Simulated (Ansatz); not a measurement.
Mulliken charges of PSb (`[P]#[Sb]`) from r2SCAN/def2-TZVPP in Ansatz (PBE0-D4/def2-TZVP geometry).

```json
{"atom": "P1", "x (Å)": "0.931", "y (Å)": "-0.310", "z (Å)": "0.477", "charge (e)": "-0.252"}
{"atom": "Sb2", "x (Å)": "-0.931", "y (Å)": "0.310", "z (Å)": "-0.477", "charge (e)": "0.252"}
```

Problem. By hand: the dipole of these point charges (1 e Å = 4.8032 D).

Solution. Σ q r = (-0.469, 0.156, -0.240) e Å, of length 0.549 e Å = 2.64 D.

Problem. How does the dipole of the full density compare? (An estimate is asked.)

Solution. Computed: (-0.270, 0.090, -0.138) e Å, 1.52 D; the point charges give 1.74 times that, at 0° from its direction.

Point charges leave out the atoms' own dipoles, such as those of lone pairs, and Mulliken's split depends on the basis, so the two needn't agree.
